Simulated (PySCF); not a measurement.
## Ionisation energy of Eu⁴⁷⁺ by level of theory

Eu⁴⁷⁺ [Ne] 3s2 3p4 [3p1/2^2 3p3/2^2, M_J = 2] → Eu⁴⁸⁺ [Ne] 3s2 3p3 [3p1/2^2 3p3/2^1, M_J = 3/2], as a difference of total energies. Computed with PySCF 2.14 in an uncontracted even-tempered set (18 s from 12 bohr⁻², ratio 2.4; 14 p from 15 bohr⁻², ratio 2.4; 4 d from 55 bohr⁻², ratio 2.6; 4 f from 83 bohr⁻², ratio 2.6), with the two-component X2C-1e Hamiltonian. Correlated levels: 1s2 frozen; the 54 highest virtual spinors dropped. "Screened" scales the spin-orbit matrix elements by Boettger's factors to mimic the two-electron term; Breit and QED terms are absent.

```json
{"method": "GHF (spin-free)", "ionisation energy (eV)": "4067.5"}
{"method": "GMP2 (spin-free)", "ionisation energy (eV)": "4068.7"}
{"method": "GHF (screened spin-orbit)", "ionisation energy (eV)": "4032.5"}
{"method": "GMP2 (screened spin-orbit)", "ionisation energy (eV)": "4032.8"}
```

Breit and QED terms and the two-electron picture change are absent.

The spin-free rows relax to the high-spin LS determinant and lack the spin-orbit shift.

The labels give the starting determinants; with spin-orbit coupling the two ends relaxed to ⟨J²⟩ = 6.00, ⟨L²⟩ = 3.22, ⟨S²⟩ = 1.42 and ⟨J²⟩ = 3.75, ⟨L²⟩ = 2.49, ⟨S²⟩ = 1.53.

For comparison: 4031 ± 4 eV (theoretical estimate listed by NIST; NIST Atomic Spectra Database, ionization energies).
